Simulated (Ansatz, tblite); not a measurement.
Cost and result up the ladder for the cluster As3⁺ (the lowest singlet isomer of a short search) (3 atoms). Total charge 1; singlet. Geometry: r2SCAN-D4/def2-TZVP.

```xyz
3

As   -0.6553    1.0854   -0.4518
As   -0.5373   -0.7515    0.9790
As    1.1926   -0.3340   -0.5273
```

Ansatz on 4 threads of AMD EPYC 7R43 on a shared host; xTB runs through tblite on one thread. Times are rough, summed over both states, and most runs start from the orbitals of an earlier one. RPA@PBE/def2-TZVP serves as the yardstick here, not as an exact answer. Differences are given only for rows in sets of like size (and for xTB, whose basis is part of the method), since another set adds its own error. The other state is a triplet at its own geometry.

The 6-31G sets use Cartesian d functions. The xTB rows come from tblite. B3LYP takes the VWN-RPA correlation. Correlated methods freeze 27 core orbitals; core or outer-core shells of As are correlated, in sets that lack core-valence functions. The structure comes from a short search, and lower isomers may exist.

Run but left out: HF/6-31G, HF/def2-TZVP, B2PLYP/def2-TZVP, MP2/def2-TZVP (triplet: ⟨S²⟩ 2.24 to 2.58, where a pure state has 2.00).

Correlated methods converge slowly with the basis.

xTB has no spin-polarisation term.

```tsv
level	functions	wall time	triplet − singlet (eV)	difference from RPA@PBE/def2-TZVP (eV)	remarks
GFN1-xTB	27	0.008 s	1.58	-0.04	–
GFN2-xTB	27	0.008 s	1.77	0.15	–
BLYP-D4/def2-TZVP	144	2.5 s	1.51	-0.11	–
PBE-D4/def2-TZVP	144	2.5 s	1.55	-0.06	–
revPBE-D4/def2-TZVP	144	2.6 s	1.50	-0.11	–
B3LYP-D4/6-31G	87	2.6 s	1.30	–	–
RPA@PBE/def2-TZVP	144	4.2 s	1.62	0.00	–
B3LYP-D4/def2-TZVP	144	4.7 s	1.55	-0.06	–
PBE0-D4/def2-TZVP (with forces)	144	5.5 s	1.56	-0.06	–
r2SCAN-D4/def2-TZVP	144	5.7 s	1.46	-0.16	–
ωB97X-V/def2-TZVP	144	13 s	1.69	0.07	spin-contaminated (⟨S²⟩ 2.16) (triplet)
```
